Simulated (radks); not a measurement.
Values are calculated unless marked as measured or tabulated.
Ionisation of neutral gallium, [Ar] 3d10 4s2 4p1, to Ga+, [Ar] 3d10 4s2, under several functionals. Scalar-relativistic Kohn-Sham, spin-unpolarised, spherical densities, finite nucleus; a radial shooting solver on a logarithmic mesh with Libxc functionals. The NIST Atomic Spectra Database gives 5.999 eV (measured). Rank these functionals by the error of their Delta-SCF ionisation energy: OLYP; exchange-only B88; LDA (Slater exchange, VWN5 correlation); exchange-only PBE; r2SCAN; AM05; LDA (Slater exchange, Perdew-Wang correlation); XLYP; HCTH/407; PBE; RPBE.

Answer. From best to worst: LDA (Slater exchange, Perdew-Wang correlation) 5.883 eV (-0.117); LDA (Slater exchange, VWN5 correlation) 5.882 eV (-0.117); HCTH/407 5.791 eV (-0.208); XLYP 5.707 eV (-0.293); PBE 5.688 eV (-0.311); AM05 5.638 eV (-0.362); RPBE 5.632 eV (-0.367); r2SCAN 5.559 eV (-0.440); OLYP 5.460 eV (-0.539); exchange-only PBE 5.113 eV (-0.886); exchange-only B88 5.066 eV (-0.934). Spin polarisation and multiplet splitting are left out, so open shells lie too high by an amount that depends on their filling.

Beside tabulated values, note that spin-unpolarised runs miss the spin-polarisation part of the exchange energy of open shells.
